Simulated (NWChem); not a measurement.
System: GeSiH₃Cl, singlet; SMILES [SiH3][Ge][Cl]

The following NWChem deck was run.

```
start job
memory heap 200 mb stack 900 mb global 1100 mb
geometry units angstroms noautosym nocenter noautoz
  Ge     0.718762     0.193753     0.471952
  Cl    -0.747337     1.520101    -0.571408
  Si    -0.614407    -1.899044     0.080566
  H      0.053353    -3.100138     0.664671
  H     -0.786865    -2.133850    -1.382231
  H     -1.966091    -1.777165     0.699096
end
basis spherical
  * library 6-31g*
end
dft
  xc pbe0
  iterations 150
end
property
  efieldgrad
end
task dft property
```

Output (shortened):

```
             Northwest Computational Chemistry Package (NWChem) 7.3.0
             --------------------------------------------------------

                             Geometry "geometry" -> ""
                             -------------------------

 Output coordinates in angstroms (scale by  1.889725989 to convert to a.u.)

  No.       Tag          Charge          X              Y              Z
 ---- ---------------- ---------- -------------- -------------- --------------
    1 Ge                  32.0000     0.71876200     0.19375300     0.47195200
    2 Cl                  17.0000    -0.74733700     1.52010100    -0.57140800
    3 Si                  14.0000    -0.61440700    -1.89904400     0.08056600
    4 H                    1.0000     0.05335300    -3.10013800     0.66467100
    5 H                    1.0000    -0.78686500    -2.13385000    -1.38223100
    6 H                    1.0000    -1.96609100    -1.77716500     0.69909600

 Effective nuclear repulsion energy (a.u.)     296.7057643153

                              NWChem Property Module
                              ----------------------

  itol2e modified to match energy
  convergence criterion.

                                 NWChem DFT Module
                                 -----------------

 Summary of "ao basis" -> "ao basis" (spherical)
 ------------------------------------------------------------------------------
       Tag                 Description            Shells   Functions and Types
 ---------------- ------------------------------  ------  ---------------------
 Ge                          6-31g*                 12       32   5s4p3d
 Cl                          6-31g*                  8       18   4s3p1d
 Si                          6-31g*                  8       18   4s3p1d
 H                           6-31g*                  2        2   2s

  itol2e modified to match energy
  convergence criterion.

            General Information
            -------------------
          SCF calculation type: DFT
          Wavefunction type:  closed shell.
          No. of atoms     :     6
          No. of electrons :    66
           Alpha electrons :    33
            Beta electrons :    33
          Charge           :     0
          Spin multiplicity:     1
          Use of symmetry is: off; symmetry adaption is: off
          Maximum number of iterations: 150
          AO basis - number of functions:    74
                     number of shells:    34
          Convergence on energy requested:  1.00D-07
          Convergence on density requested:  1.00D-05
          Convergence on gradient requested:  5.00D-04

              XC Information
              --------------
                         PBE0 Method XC Functional
                     Hartree-Fock (Exact) Exchange  0.250
          PerdewBurkeErnzerhof Exchange Functional  0.750
            Perdew 1991 LDA Correlation Functional  1.000 local
           PerdewBurkeErnz. Correlation Functional  1.000 non-local

             Grid Information
             ----------------
          Grid used for XC integration:  fine
          Radial quadrature: Mura-Knowles
          Angular quadrature: Lebedev.
          Tag              B.-S. Rad. Rad. Pts. Rad. Cut. Ang. Pts.
          ---              ---------- --------- --------- ---------
          Ge                  1.25      140          10.0       974
          Cl                  1.00      123          12.0       770
          Si                  1.10      123          11.0       770
          H                   0.35       60          12.0       590
          Grid pruning is: on
          Number of quadrature shells:   566
          Spatial weights used:  Erf1

      Superposition of Atomic Density Guess
      -------------------------------------

 Sum of atomic energies:       -2824.78402433

      Non-variational initial energy
      ------------------------------

 Total energy =   -2825.161081
 1-e energy   =   -4523.290598
 2-e energy   =    1401.423752
 HOMO         =      -0.201771
 LUMO         =      -0.076249

   convergence    iter        energy       DeltaE   RMS-Dens  Diis-err
 ---------------- ----- ----------------- --------- --------- ---------
 d= 0,ls=0.0,diis     1  -2827.6028823127 -3.12D+03  1.81D-02  2.68D-01
 d= 0,ls=0.0,diis     2  -2827.5746825689  2.82D-02  1.06D-02  4.07D-01
 d= 0,ls=0.0,diis     3  -2827.6501488152 -7.55D-02  1.92D-03  2.54D-02
 d= 0,ls=0.0,diis     4  -2827.6533771328 -3.23D-03  3.88D-04  1.76D-03
 d= 0,ls=0.0,diis     5  -2827.6535300103 -1.53D-04  7.93D-05  2.18D-05
  Resetting Diis
 d= 0,ls=0.0,diis     6  -2827.6535318012 -1.79D-06  2.72D-05  3.05D-06
 d= 0,ls=0.0,diis     7  -2827.6535321427 -3.42D-07  9.58D-06  1.63D-07
 d= 0,ls=0.0,diis     8  -2827.6535321508 -8.04D-09  5.35D-06  1.40D-07

         Total DFT energy =    -2827.653532150760
      One electron energy =    -4524.158416043621
           Coulomb energy =     1528.546860056163
    Exchange-Corr. energy =     -128.747740478558
 Nuclear repulsion energy =      296.705764315256

 Numeric. integr. density =       66.000000218579

                       DFT Final Molecular Orbital Analysis
                       ------------------------------------

 Vector   31  Occ=2.000000D+00  E=-3.421817D-01
              MO Center= -7.0D-01,  1.1D+00, -4.8D-01, r^2= 2.5D+00
   Bfn.  Coefficient  Atom+Function         Bfn.  Coefficient  Atom+Function
  ----- ------------  ---------------      ----- ------------  ---------------
    41      0.573119  2 Cl pz                39     -0.319222  2 Cl px
    45      0.316487  2 Cl pz                37     -0.224946  2 Cl pz
    43     -0.176305  2 Cl px                35      0.125295  2 Cl px
    13      0.123778  1 Ge pz                59     -0.108180  3 Si pz
    40      0.098644  2 Cl py                72      0.084337  5 H  s

 Vector   32  Occ=2.000000D+00  E=-3.372285D-01
              MO Center= -4.1D-01,  5.7D-01, -2.2D-01, r^2= 4.6D+00
   Bfn.  Coefficient  Atom+Function         Bfn.  Coefficient  Atom+Function
  ----- ------------  ---------------      ----- ------------  ---------------
    40      0.584822  2 Cl py                44      0.310634  2 Cl py
    10     -0.236765  1 Ge s                 36     -0.229021  2 Cl py
    11      0.179997  1 Ge px                70     -0.175917  4 H  s
    69     -0.128389  4 H  s                 39      0.114012  2 Cl px
    57     -0.110682  3 Si px                13      0.105659  1 Ge pz

 Vector   33  Occ=2.000000D+00  E=-2.444299D-01
              MO Center=  2.5D-01, -1.9D-01,  2.7D-01, r^2= 4.2D+00
   Bfn.  Coefficient  Atom+Function         Bfn.  Coefficient  Atom+Function
  ----- ------------  ---------------      ----- ------------  ---------------
    11      0.354677  1 Ge px                12      0.317946  1 Ge py
    10     -0.300331  1 Ge s                 58     -0.288929  3 Si py
    14      0.233919  1 Ge s                 39     -0.232198  2 Cl px
    57     -0.190146  3 Si px                40     -0.166723  2 Cl py
    60     -0.157606  3 Si s                 43     -0.155076  2 Cl px

 Vector   34  Occ=0.000000D+00  E=-1.238230D-01
              MO Center=  5.5D-01,  1.3D-01,  3.9D-01, r^2= 3.3D+00
   Bfn.  Coefficient  Atom+Function         Bfn.  Coefficient  Atom+Function
  ----- ------------  ---------------      ----- ------------  ---------------
    13      0.596251  1 Ge pz                17      0.337731  1 Ge pz
    11     -0.332858  1 Ge px                 9     -0.214346  1 Ge pz
    41     -0.196199  2 Cl pz                15     -0.188661  1 Ge px
    45     -0.172873  2 Cl pz                72      0.155371  5 H  s
    74     -0.154768  6 H  s                  7      0.119657  1 Ge px

 Vector   35  Occ=0.000000D+00  E=-2.759698D-02
              MO Center=  5.2D-01,  9.5D-02,  3.8D-01, r^2= 4.7D+00
   Bfn.  Coefficient  Atom+Function         Bfn.  Coefficient  Atom+Function
  ----- ------------  ---------------      ----- ------------  ---------------
    16      0.524804  1 Ge py                42     -0.502171  2 Cl s
    15     -0.396423  1 Ge px                12      0.390100  1 Ge py
    11     -0.339428  1 Ge px                17     -0.310841  1 Ge pz
    10     -0.307384  1 Ge s                 43     -0.296621  2 Cl px
    13     -0.256153  1 Ge pz                44      0.252812  2 Cl py

 Vector   36  Occ=0.000000D+00  E= 8.060491D-03
              MO Center=  1.9D-01, -6.5D-01,  3.2D-01, r^2= 7.0D+00
   Bfn.  Coefficient  Atom+Function         Bfn.  Coefficient  Atom+Function
  ----- ------------  ---------------      ----- ------------  ---------------
    60      1.055268  3 Si s                 62      0.962137  3 Si py
    16      0.797278  1 Ge py                14     -0.777589  1 Ge s
    15      0.692232  1 Ge px                61      0.529370  3 Si px
    10      0.450373  1 Ge s                 12      0.366054  1 Ge py
    11      0.321092  1 Ge px                17      0.251244  1 Ge pz

     Multipole analysis of the density
     ---------------------------------

     L   x y z        total         alpha         beta         nuclear
     -   - - -        -----         -----         ----         -------
     0   0 0 0     -0.000000    -33.000000    -33.000000     66.000000

     1   1 0 0      0.518420      1.209408      1.209408     -1.900395
     1   0 1 0     -0.440816      1.249757      1.249757     -2.940330
     1   0 0 1      0.364979     -5.957219     -5.957219     12.279417

[...]

          -----------------------
          Electric field gradient
          -----------------------

 1 a.u. = 0.324123 10**(16) esu/cm**3  ( or statvolts/cm**2 ) = 0.97174 10**(22) v/m**2

 ------------------------------------------------------------
   Atom      X         Y         Z
 ------------------------------------------------------------
    1 Ge   1.35826   0.36614   0.89186
 ------------------------------------------------------------

 Electric field gradient in molecular frame (a.u.)
         XX             YY             ZZ             XY             XZ             YZ
 ------------------------------------------------------------------------------------------
        0.833902       1.395038      -2.228939       1.774641       2.020382       0.190420

 Principal components (a.u.) and orientation
 of principal axis w.r.t. absolute frame                      Asymmetry parameter eta
 --------------------------------------------------------------------------------------
        3.330566      -3.324469      -0.006098                       0.996338

        0.694950      -0.482164       0.533444
        0.664268       0.146454      -0.733007
        0.275304       0.863753       0.422064

 ------------------------------------------------------------
   Atom      X         Y         Z
 ------------------------------------------------------------
    2 Cl  -1.41226   2.87257  -1.07980
 ------------------------------------------------------------

 Electric field gradient in molecular frame (a.u.)
         XX             YY             ZZ             XY             XZ             YZ
 ------------------------------------------------------------------------------------------
       -0.071049       0.236051      -0.165002       1.350369      -0.358834       0.740622

 Principal components (a.u.) and orientation
 of principal axis w.r.t. absolute frame                      Asymmetry parameter eta
 --------------------------------------------------------------------------------------
       -1.669628       1.508633       0.160995                       0.807149

        0.631304       0.607614      -0.481934
       -0.625518       0.766288       0.146733
        0.458457       0.208825       0.863834

 ------------------------------------------------------------
   Atom      X         Y         Z
 ------------------------------------------------------------
    3 Si  -1.16106  -3.58867   0.15225
 ------------------------------------------------------------

 Electric field gradient in molecular frame (a.u.)
         XX             YY             ZZ             XY             XZ             YZ
 ------------------------------------------------------------------------------------------
        0.002798      -0.040536       0.037738      -0.034615      -0.020426      -0.004321

 Principal components (a.u.) and orientation
 of principal axis w.r.t. absolute frame                      Asymmetry parameter eta
 --------------------------------------------------------------------------------------
       -0.061646       0.048753       0.012893                       0.581712

        0.502680      -0.493674       0.709647
        0.852995       0.149931      -0.499919
        0.140399       0.856625       0.496469

 ------------------------------------------------------------
   Atom      X         Y         Z
 ------------------------------------------------------------
    4 H    0.10082  -5.85841   1.25605
 ------------------------------------------------------------

 Electric field gradient in molecular frame (a.u.)
         XX             YY             ZZ             XY             XZ             YZ
 ------------------------------------------------------------------------------------------
        0.028561      -0.067699       0.039138       0.081362      -0.039383       0.070281

 Principal components (a.u.) and orientation
 of principal axis w.r.t. absolute frame                      Asymmetry parameter eta
 --------------------------------------------------------------------------------------
       -0.148660       0.075174       0.073485                       0.011362

       -0.454355       0.743897      -0.490081
        0.798836       0.583709       0.145414
       -0.394238       0.325425       0.859462

 ------------------------------------------------------------
   Atom      X         Y         Z
 ------------------------------------------------------------
    5 H   -1.48696  -4.03239  -2.61204
 ------------------------------------------------------------

 Electric field gradient in molecular frame (a.u.)
         XX             YY             ZZ             XY             XZ             YZ
 ------------------------------------------------------------------------------------------
        0.071662       0.070725      -0.142387      -0.003208      -0.023963      -0.033603

 Principal components (a.u.) and orientation
 of principal axis w.r.t. absolute frame                      Asymmetry parameter eta
 --------------------------------------------------------------------------------------
       -0.150194       0.076027       0.074167                       0.012387

        0.108314       0.261961       0.958981
        0.151027       0.949123      -0.276326
        0.982578      -0.174762      -0.063241

 ------------------------------------------------------------
   Atom      X         Y         Z
 ------------------------------------------------------------
    6 H   -3.71537  -3.35835   1.32110
 ------------------------------------------------------------

 Electric field gradient in molecular frame (a.u.)
         XX             YY             ZZ             XY             XZ             YZ
 ------------------------------------------------------------------------------------------
       -0.108795       0.074219       0.034576       0.018353       0.085144      -0.008297

 Principal components (a.u.) and orientation
 of principal axis w.r.t. absolute frame                      Asymmetry parameter eta
 --------------------------------------------------------------------------------------
       -0.150220       0.076052       0.074167                       0.012546

        0.903067       0.129786       0.409422
       -0.089376       0.989170      -0.116427
       -0.420098       0.068549       0.904886
```

Level: PBE0/6-31G* (spherical d). Low-valent species are run as closed-shell singlets; no triplet was tried in these runs. Structure relaxed at the B3LYP/6-31G* (spherical d) level. NWChem prints the field gradient with the sign opposite to the second derivative of the potential.
